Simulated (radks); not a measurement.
Values are calculated unless marked as measured or tabulated.
How relativity changes the ionisation of the holmium ion Ho+ ([Xe] 4f11 6s1) to Ho2+ ([Xe] 4f11). Spin-unpolarised spherical Kohn-Sham, BLYP, point nucleus unless stated (finite: rms radius 5.2022 fm), a radial shooting solver on a logarithmic mesh with Libxc functionals. A level marked "c x" has the speed of light scaled by that factor and shares open shells by 2j + 1; other Dirac levels either fill j = l - 1/2 first or share by 2j + 1.

level                               E(Ho+) (hartree)  E(Ho2+) (hartree)  IE (eV)   HOMO  <r> HOMO (bohr)
non-rel.                                 -12069.2007        -12068.7929   11.098     6s            3.901
scalar-rel.                              -12616.9713        -12616.5321   11.951     6s            3.653
scalar-rel., finite nucleus              -12615.7840        -12615.3449   11.950     6s            3.653
Dirac, 2j+1 shares                       -12629.0890        -12628.6498   11.952  6s1/2            3.654
Dirac, low j first                       -12629.1352        -12628.6961   11.949  4f7/2           0.8635
Dirac, 2j+1 shares, finite nucleus       -12627.8936        -12627.4545   11.950  6s1/2            3.655
Dirac, c x 1.5                           -12300.8730        -12300.4529   11.432  6s1/2            3.799
Dirac, c x 10                            -12074.1569        -12073.7488   11.105  6s1/2            3.899
Dirac, c x 100                           -12069.2503        -12068.8424   11.098  6s1/2            3.901

NIST Atomic Spectra Database: 11.78 eV (semi-empirical). The relativistic part of the total energy of Ho+ is -558.7 hartree (Dirac, 2j+1 shares, finite nucleus), 4.6 % of the non-relativistic value. Spin polarisation and multiplet splitting of open shells are left out at every level.

Beside tabulated values, note that relativity, absent from the non-relativistic runs, is large for the heavy elements, and spin-unpolarised runs miss the spin-polarisation part of the exchange energy of open shells.
